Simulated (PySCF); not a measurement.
Ga(F)2(vinyl) (C2H3F2Ga), SMILES C=[CH][Ga]([F])[F]. Atoms are numbered in the order given.

```xyz
8

Ga     0.0421    -0.3199     0.0000
F      0.9727    -1.8039     0.0000
F     -1.6886    -0.6084     0.0000
C      0.7572     1.4717     0.0000
C     -0.0675     2.5318     0.0000
H      1.8422     1.6229     0.0000
H      0.3142     3.5598     0.0000
H     -1.1571     2.4230     0.0000
```

The structure is a stationary point at TPSSh-D3(BJ)/def2-SVP. The structure was generated by enumeration; whether it is a known compound was not checked. Other conformers were not sampled.

All values below come from TDDFT-PBE/def2-SVPD (PySCF 2.14.0).

Vertical excitations. Isolated molecule, no solvent. State labels are in the subgroup Cs.

| state | symmetry | energy (eV) | λ (nm) | f | main pairs |
|---|---|---|---|---|---|
| S1 | A" | 5.55 | 223 | 0.005 | HOMO−1→LUMO 98 % |
| S2 | A" | 5.97 | 208 | 0.007 | HOMO→LUMO+1 99 % |
| S3 | A" | 6.09 | 204 | 0.000 | HOMO−2→LUMO 100 % |
| S4 | A' | 6.17 | 201 | 0.084 | HOMO→LUMO 72 %, HOMO→LUMO+2 14 % |
| S5 | A' | 6.42 | 193 | 0.008 | HOMO−3→LUMO 95 % |
| S6 | A" | 6.64 | 187 | 0.001 | HOMO−4→LUMO 99 % |
| S7 | A' | 6.72 | 185 | 0.311 | HOMO−1→LUMO+1 78 %, HOMO→LUMO 12 % |
| S8 | A' | 6.93 | 179 | 0.025 | HOMO−5→LUMO 88 % |
| S9 | A' | 7.10 | 175 | 0.036 | HOMO−2→LUMO+1 94 % |
| S10 | A" | 7.19 | 172 | 0.000 | HOMO−3→LUMO+1 99 % |
| T1 | A' | 4.16 | 298 | 0 | HOMO→LUMO 96 % |
| T2 | A" | 5.08 | 244 | 0 | HOMO−1→LUMO 99 % |
| T3 | A" | 5.75 | 216 | 0 | HOMO→LUMO+1 99 % |
| T4 | A' | 5.88 | 211 | 0 | HOMO−1→LUMO+1 98 % |
Triplets are in the Tamm–Dancoff approximation, which puts them higher than full response would, so one can lie above its singlet here.
